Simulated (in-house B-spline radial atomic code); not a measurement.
## How G0W0 and RPA depend on the start: Sn-

Configuration [Kr] 4d10 5s2 5p3, highest spin. Computed with an all-electron radial atomic-structure program (B-spline basis): all electrons, non-relativistic, point nucleus, each spin shell either full or empty, empty states to l = 9 with an (l + 1/2)⁻⁴ tail; G0W0 by contour deformation at full frequency.

The anion's configuration is assumed.

Without relativity these are model numbers: it shifts the levels of so heavy an element strongly and can reorder them.

```json
{"start": "Hartree-Fock", "mean-field 5p up (eV)": "-1.669", "G0W0 (eV)": "?", "QP weight": "?", "RPA correlation (Eh)": "?"}
{"start": "LC-wPBE", "mean-field 5p up (eV)": "-1.844", "G0W0 (eV)": "-1.763", "QP weight": "0.916", "RPA correlation (Eh)": "-3.7015"}
{"start": "wB97X", "mean-field 5p up (eV)": "-1.414", "G0W0 (eV)": "-1.760", "QP weight": "0.897", "RPA correlation (Eh)": "-3.686"}
{"start": "BHandHLYP", "mean-field 5p up (eV)": "-0.281", "G0W0 (eV)": "-1.472", "QP weight": "0.723", "RPA correlation (Eh)": "-3.658"}
{"start": "CAM-B3LYP", "mean-field 5p up (eV)": "-0.649", "G0W0 (eV)": "?", "QP weight": "?", "RPA correlation (Eh)": "?"}
```

(1) What G0W0 level, weight and RPA correlation energy follow from the Hartree-Fock start?

(2) What G0W0 level, weight and RPA correlation energy follow from the CAM-B3LYP start?

(3) How much of the dependence on the start does G0W0 remove?

Results:

(1) G0W0 level -1.930 eV, weight 0.912, RPA correlation -3.4999 hartree.

(2) G0W0 level -1.591 eV, weight 0.831, RPA correlation -3.7139 hartree.

(3) The mean-field levels span 1.56 eV and the G0W0 levels 0.458 eV. Against 1.112 eV (electron affinity of the neutral atom) the G0W0 removal energies are off by +0.36 to +0.82 eV, with relativity, Breit and QED terms left out.
